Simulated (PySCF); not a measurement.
SMILES F[Si](F)(Br)O (HBrF2OSi), singlet, PBE0/def2-SVP optimised geometry.

```
6

O     -1.02    -1.80    -1.30
Si    -0.43    -1.02     0.00
F      1.17    -1.02     0.00
F     -0.85    -1.76     1.36
Br    -1.17     1.02     0.00
H     -0.77    -2.71    -1.44
```

Density from PBE0/def2-TZVP run with PySCF at that geometry.

Minimum of the electron density along straight lines between bonded atoms, close to the bond critical point (lines longer than 1.1 times the sum of covalent radii, or with two minima, are not listed):

| bond | length / Å | ρ at the minimum / e bohr⁻³ | ∇²ρ there / e bohr⁻⁵ | position (fraction from the first atom) |
|---|---|---|---|---|
| O1–Si2 | 1.626 | … | 0.89 | 0.59 |
| Si2–F3 | 1.604 | 0.139 | 0.97 | 0.42 |
| Si2–F4 | 1.604 | 0.139 | 0.97 | 0.42 |
| Si2–Br5 | 2.171 | 0.101 | … | 0.35 |
| O1–H6 | 0.963 | 0.351 | … | 0.81 |

Q: What belongs in the gaps?

A: 
- O1–Si2, ρ at the minimum / e bohr⁻³: 0.148
- Si2–Br5, ∇²ρ there / e bohr⁻⁵: 0.09
- O1–H6, ∇²ρ there / e bohr⁻⁵: -2.41
